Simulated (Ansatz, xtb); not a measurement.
# Isomers of CH3F3Ge in order of energy

4 gas-phase structures of CH3F3Ge, found in a search over its isomers (lower ones may exist). Each was relaxed with GFN2-xTB:

A. `[F][GeH2][CH](F)F`, a singlet
B. `[CH3][Ge]([F])([F])[F]`, a singlet
C. `F[C](F)(F)[GeH3]`, a singlet
D. `F[CH2][GeH]([F])[F]`, a singlet

Q: Estimate their order in r2SCAN-D4/def2-SVP energy at these geometries, lowest first.

A: Calculated order at r2SCAN-D4/def2-SVP: B (0.000), D (1.990), A (3.168), C (3.586) eV.

Energies above the lowest of each column, in eV; the last columns are at PBE-D3(BJ)/def2-SVP geometries and were run for some of them only (a dash: not run or not comparable):

```json
{"structure": "B", "GFN2-xTB": "0.000", "HF/STO-3G": "0.000", "r2SCAN-D4/def2-SVP": "0.000", "PBE-D3(BJ)/def2-SVP": "0.000", "CCSD(T)/def2-SVP + ΔMP2/def2-TZVPP": "0.000"}
{"structure": "D", "GFN2-xTB": "1.340", "HF/STO-3G": "1.157", "r2SCAN-D4/def2-SVP": "1.990", "PBE-D3(BJ)/def2-SVP": "1.842", "CCSD(T)/def2-SVP + ΔMP2/def2-TZVPP": "2.100"}
{"structure": "A", "GFN2-xTB": "2.558", "HF/STO-3G": "1.470", "r2SCAN-D4/def2-SVP": "3.168", "PBE-D3(BJ)/def2-SVP": "2.953", "CCSD(T)/def2-SVP + ΔMP2/def2-TZVPP": "3.490"}
{"structure": "C", "GFN2-xTB": "3.517", "HF/STO-3G": "0.975", "r2SCAN-D4/def2-SVP": "3.586", "PBE-D3(BJ)/def2-SVP": "–", "CCSD(T)/def2-SVP + ΔMP2/def2-TZVPP": "–"}
```

Every level run on B puts it lowest or level with the lowest. Some further structures that were screened fall inside this span and aren't listed. Flexible structures stand in one conformer each, not always the lowest. Frequencies (PBE-D3(BJ)/def2-SVP) were run for A, B, D alone. The ΔMP2 step shifts differences by up to 0.177 eV, which makes them less sure. ΔMP2 is the change of the MP2 energy from the smaller to the larger basis.

Over these structures GFN2-xTB departs from r2SCAN-D4/def2-SVP by 0.298 eV on average once a common shift is removed. A GFN2-xTB relaxation took about 0.06 s and the r2SCAN-D4/def2-SVP energy about 0.91 s on a shared host (Ansatz 0.2.0, xtb 6.7.1).
